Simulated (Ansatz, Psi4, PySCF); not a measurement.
F3Se, charge +1, singlet, geometry from GFN2-xTB, atoms displaced at random by about 0.03 Å a coordinate. Base run: PySCF with B3LYP/cc-pVDZ, gradient.

PySCF was given this input:
```python
from pyscf import gto, scf, dft

mol = gto.Mole()
mol.atom = '''
    Se   -0.027875    0.117834    0.309025
    F    -1.166420   -0.891587   -0.376028
    F     0.019425    1.135742   -0.956924
    F     1.273851   -0.767892   -0.025063
'''
mol.basis = 'cc-pvdz'
mol.charge = 1
mol.spin = 0
mol.verbose = 4
mol.build()

mf = dft.RKS(mol)
mf.xc = 'b3lyp'
mf.kernel()
g = mf.nuc_grad_method()
grad = g.kernel()
```

Programs used: Ansatz (a program for electronic structure), Psi4, PySCF; a row that names a program was run with it.

The coordinate followed is x of atom 1.

The base run was repeated with changes; each row names its change, and settings that it needs were set with it.

```tsv
change	dE/dx (Eh/bohr)	net force (Eh/bohr)
base	0.051785	0.000481
density fitting = on	0.051787	0.000481
finite difference step (bohr) = 0.05; conv_tol = 1e-11	0.052080	-
conv_tol = 1e-6	0.051800	0.000481
finite difference step (bohr) = 0.2; conv_tol = 1e-11	0.054622	-
grids.level = 0; grid_response = off	0.052248	0.002472
grids.level = 1; grid_response = on	0.051727	0.000000
code = psi4	0.051747	0.000352
density fitting = on; auxbasis_response = off	0.051792	0.001727
code = ansatz	0.051779	0.000000
finite difference step (bohr) = 1e-3; conv_tol = 1e-11	0.051912	-
grids.level = 5; grid_response = off	0.051777	0.000022
```

The net force is zero for an exact gradient.
